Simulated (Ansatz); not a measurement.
The cluster Cu2F2⁻, relaxed as a doublet with UKS PBE0-D4/def2-SVPD in Ansatz, starting from the GFN1-xTB geometry. Force threshold 0.02 eV/Å.

Another isomer (doublet) lies 0.25 eV lower at PBE0-D4/def2-TZVPD; other spin states weren't run for this one.

Start:

```xyz
4

Cu    1.0212   -0.4096   -0.0208
Cu   -1.0173    0.4185    0.0244
F     2.6971   -1.1022   -0.0592
F    -2.7011    1.0933    0.0555
```

```json
{"step": "1", "energy (eV)": "-94683.4493", "largest force component (eV/Å)": "1.028", "SCF passes": "90"}
{"step": "2", "energy (eV)": "-94683.5648", "largest force component (eV/Å)": "0.536", "SCF passes": "31"}
{"step": "3", "energy (eV)": "-94683.6151", "largest force component (eV/Å)": "0.313", "SCF passes": "45"}
{"step": "4", "energy (eV)": "-94683.6780", "largest force component (eV/Å)": "0.244", "SCF passes": "41"}
{"step": "5 (rejected)", "energy (eV)": "-94683.6401", "largest force component (eV/Å)": "0.513", "SCF passes": "36"}
{"step": "6", "energy (eV)": "-94683.6968", "largest force component (eV/Å)": "0.041", "SCF passes": "35"}
{"step": "7 (rejected)", "energy (eV)": "-94683.6967", "largest force component (eV/Å)": "0.022", "SCF passes": "37"}
{"step": "8", "energy (eV)": "-94683.6969", "largest force component (eV/Å)": "0.003", "SCF passes": "23"}
```

Force components are those of the run's own axes.

End:

```xyz
4

Cu    1.101   -0.316   -0.278
Cu   -1.101    0.316    0.278
F     2.698   -1.151    0.047
F    -2.698    1.151   -0.047
```

By distances, no bond broke or formed. The bond that changes most is Cu1–Cu2, from 2.20 to 2.36 Å (atoms count from 1).

No frequencies were taken in this run, so the end may be a saddle point.

Run time 24 s (4 threads of Arm Neoverse V2 on a shared host).
